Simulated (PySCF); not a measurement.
Mg(F)(SeH) (FHMgSe), SMILES [F][Mg][SeH]. Geometry optimised at PBE-D3(BJ)/def2-TZVP. Other conformers were not sampled.

Calculation: PBE-D3(BJ)/def2-TZVP in PySCF.

Harmonic wavenumbers (cm⁻¹): 112, 122, 277, 480, 732, 2335. Rotational constants (GHz): 230.4, 1.579, 1.568; symmetry number 1.

Question: Work out the zero-point energy and the ideal-gas rigid-rotor harmonic-oscillator thermochemistry at 298.15 K and 1 atm.

Answer: ZPE = ½ Σ hcν = ½ × 4059 cm⁻¹ = 5.80 kcal/mol. H − E(el) = 9.55 kcal/mol. Entropy in cal/(mol K): translation 40.34, rotation 23.85, vibration 8.83, total 73.02. G − E(el) = -12.22 kcal/mol. Cp = 15.60 cal/(mol K). Modes under 150 cm⁻¹ make the vibrational entropy uncertain.
